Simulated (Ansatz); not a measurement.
Molecule: CBrF$_{2}$ (charge 0, doublet). It need not be the lowest isomer of its formula. SMILES: F[C](F)Br
Geometry: optimised at B3LYP-D3(BJ)/def2-TZVP (Ansatz, a quantum-chemistry and plane-wave program).

Parts of the frozen-core correlation energy in cc-pVDZ (Ansatz, hartree). Frozen orbitals: 17; correlated occupied orbitals by spin: 13 and 12; virtual: 39 and 40. Open shells are spin-unrestricted. Spin-orbit coupling is left out. Non-relativistic.

```tsv
term	value
reference (HF)	-2809.07548
MP2 opposite-spin	…
MP2 same-spin	-0.16576
CCSD correlation	…
(T)	…
T1 diagnostic	0.015
largest doubles amplitude	0.037
<S^2> of the reference	0.759
```

Problem. What belongs in the gaps?

Solution. 
- MP2 opposite-spin, value: -0.42996
- CCSD correlation, value: -0.61517
- (T), value: -0.01418
